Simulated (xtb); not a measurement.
CH8FNSi2, SMILES C[SiH2][Si@@H](N)F. All values are semi-empirical tight-binding results from xtb (GFN2-xTB unless named), good for trends rather than for accurate numbers. Geometry optimised at GFN2-xTB. The structure was generated by enumeration; whether it is a known compound was not checked. Other conformers were not sampled.

Optimised geometry:

```xyz
13

C      2.0116     0.5681    -1.5870
Si     0.6158    -0.6149    -1.0800
Si    -0.3436     0.0846     0.8874
N     -1.2839     1.4960     0.6169
F     -1.2802    -1.1308     1.4404
H      2.4588     0.2665    -2.5292
H      1.6483     1.5849    -1.7062
H      2.8023     0.5897    -0.8423
H      1.1889    -1.9660    -0.9692
H     -0.3391    -0.6804    -2.2035
H      0.4422     0.3794     2.0816
H     -1.8223     1.8976     1.3671
H     -1.7497     1.6482    -0.2614
```

| Item | Result |
|---|---|
| orbital gap | 4.58 eV |
| dipole moment | 1.99 D |
| zero-point energy | 55.9 kcal/mol |
| G − E(el) at 298.15 K (modified RRHO) | 34.6 kcal/mol |
| static polarisability (D4 model) | 81.7 bohr³ |
| solvation energy, GFN2-xTB/ALPB(water) | -3.1 kcal/mol |
| solvation energy, GFN2-xTB/ALPB(hexane) | -3.4 kcal/mol |

Computed atomic charges and the Wiberg bond orders between heavy atoms:
charges (e) C1 -0.21, Si2 0.39, Si3 0.48, N4 -0.42, F5 -0.31, H6 0.02, H7 0.02, H8 0.02, H9 -0.11, H10 -0.10, H11 -0.09, H12 0.15, H13 0.15. Bond orders C1–Si2 0.92, Si2–Si3 0.80, Si3–N4 1.14, Si3–F5 1.05.
